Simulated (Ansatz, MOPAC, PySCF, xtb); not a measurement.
Dimer: CH2O (SMILES C=O) (first 4 atoms) with GeH4 (SMILES [GeH4]); geometry from B3LYP-D3(BJ)/def2-TZVP, rigid monomers moved along the line of their centres of mass till O2···Ge5 is 3.74 Å.
(charge 0, multiplicity 1):
```xyz
9

C      0.491    -0.577     0.391
O      0.435     0.476     0.961
H      0.726    -0.645    -0.689
H      0.311    -1.535     0.914
Ge    -0.366     0.039     4.593
H     -0.699    -0.288     6.061
H     -0.348    -1.282     3.805
H      1.013     0.705     4.529
H     -1.444     0.971     4.030
```

Monomers are frozen at their geometry in the pair; levels with a basis set take the counterpoise correction.

The state that PM7 reach isn't checked; PM7 holds dispersion and hydrogen-bond terms.

Programs: Ansatz (Gaussian basis) for Hartree–Fock, density functionals and correlated methods; MOPAC for PM7 (differences of heats of formation); PySCF for the dispersion terms; xtb for the GFN methods. Values without a source in brackets are computed.

Question: One of these levels gives -25.0 meV for the interaction energy. Name it.
(A) PM7
(B) GFN1-xTB
(C) PBE-D4/def2-TZVPPD

Answer: A, PM7. The others give -246.3 (GFN1-xTB), -64.2 (PBE-D4/def2-TZVPPD)

Ansatz is a quantum-chemistry and plane-wave program.
